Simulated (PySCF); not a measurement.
Run record: geometry optimisation, `C1C[SiH2][Si@@H](C2CC2)C1`.

Computed with PBE0-D3(BJ)/def2-SVP geometry optimisation, gas phase (PySCF 2.14.0). Start geometry: GFN2-xTB. A driver script takes a list of jobs; this job's settings line and coordinates (Å) are shown.

Command:
```bash
OMP_NUM_THREADS=1 python probes_run.py task.json out
```

Input:
```
{"job": {"xc": "PBE0", "basis": "def2-SVP", "d3": "d3bj", "grid": 1, "shake": 0.01, "kind": "geom"}, "charge": 0, "multiplicity": 1}
C     -2.164920    -0.753400    -1.110570
C     -2.655380    -0.385240     0.298380
Si    -1.611010     1.063980     0.960290
Si     0.261280     0.469620    -0.335760
C      1.768730    -0.133870     0.563480
C      2.790860     0.885040     1.010030
C      3.126980    -0.072510    -0.090150
C     -0.667110    -0.996220    -1.167720
H     -2.738430    -1.593020    -1.465430
H     -2.419420     0.105080    -1.771910
H     -3.724750    -0.157390     0.300990
H     -2.518440    -1.257740     0.944600
H     -1.550410     1.007510     2.423930
H     -2.267920     2.340880     0.651490
H      0.658670     1.411450    -1.370830
H      1.630160    -0.944940     1.262860
H      3.281780     0.754970     1.965880
H      2.620290     1.922340     0.764040
H      3.173060     0.309120    -1.094210
H      3.797720    -0.858040     0.111040
H     -0.391260    -1.165280    -2.204880
H     -0.465570    -1.947960    -0.632080
```

Output:
```
step   0  E = -815.16642968  max force = 0.027939
step   1  E = -815.17343216  max force = 0.005946
step   2  E = -815.17370897  max force = 0.001865
step   3  E = -815.17374871  max force = 0.000444
step   4  E = -815.17375919  max force = 0.000536
step   5  E = -815.17376947  max force = 0.000899
step   6  E = -815.17377676  max force = 0.001037
step   7  E = -815.17378190  max force = 0.000959
step   8  E = -815.17378543  max force = 0.000582
step   9  E = -815.17378788  max force = 0.000269
optimisation converged
```

Energies in Eh; «max force» is the largest Cartesian gradient component in Eh/bohr.

Question: Give the first gradient maximum in eV/Å.

Answer: With 1 Eh/bohr = 51.422 eV/Å, 1.437 eV/Å.

Question: How much energy does the optimisation release, in eV?

Answer: E(step 0) − E(last step) = 0.007358 Eh, which is 0.200 eV.

Main results: final energy -815.17379 Eh after 9 steps; dipole 1.11 D.

Question: Estimate the wall time. Hardware: one thread of an AMD EPYC 9R14, shared host with 192 logical CPUs at a one-minute load of 70. And the peak memory of the process?

Answer: About 2.2 min, with 0.89 GiB resident at the peak, the Python interpreter and its libraries included.
Labels such as C1 count atoms from 1, the log's own numbers from 0.
